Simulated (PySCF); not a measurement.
**Electron correlation in Kr⁺ (krypton, charge +1)**

[Ar] 3d10 4s2 4p5, 2P determinant. Computed with PySCF 2.14 in aug-cc-pVTZ-PP with ECP10MDF (6s5p4d2f, 55 functions), with a scalar-relativistic core potential. Frozen: 3s2 3p6 3d10; 7 electrons correlated.

| level | correlation energy (mhartree) |
| --- | --- |
| CCSD | -160.86 |
| (T) | -4.30 |
| CCSD(T) | -165.16 |

Diagnostics: T1 = 0.0056, D1 = 0.0188, largest double amplitude 0.035.

Is a single reference adequate?

Yes, within this model without spin-orbit coupling: T1 lies below 0.03 and no double amplitude reaches 0.07.
